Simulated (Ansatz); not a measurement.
Ideal-gas functions of FGeH (`[F][GeH]`) at 500 K and 1 bar, from an Ansatz frequency run at PBE0-D4/def2-TZVP.

Molar mass 92.62 g/mol, point group Cs (symmetry number 1), electronic degeneracy 1, moments of inertia 2.555, 46.706, 49.262 u Å². Harmonic wavenumbers (cm⁻¹, unscaled): 668, 767, 1874.

Use S(trans) = R[1.5 ln M + 2.5 ln T − 1.1517]; rotational temperatures θ = 24.2544 K / I; S(rot) = R[ln(√π/σ · √(T³/θAθBθC)) + 1.5]; for each mode x = 1.438777 ν̃/T, S = R[x/(eˣ − 1) − ln(1 − e⁻ˣ)] and H = RT x/(eˣ − 1); 1 cm⁻¹ = 0.0119627 kJ/mol; R = 8.31446 J/(mol·K).

Q: By hand: the entropy, in J/(mol·K).

A: Translation 176.1. Rotation: θ = 9.4929, 0.5193, 0.4924 K, giving 91.1. Vibration, mode by mode: 4.05, 3.24, 0.24, in all 7.5. Electronic 0.0. Sum 274.7 J/(mol·K).

Q: By hand: H − E and G − E in kJ/mol, counted from the electronic energy.

A: Zero-point energy ½ × 3309 × 0.0119627 = 19.8; thermal vibration 2.6; translation, rotation and pV give 4 RT = 16.6. H − E = 39.0 kJ/mol, and G − E = 39.0 − 500 × 274.7/1000 = -98.3 kJ/mol.

Vibration gives 3 % of the entropy.
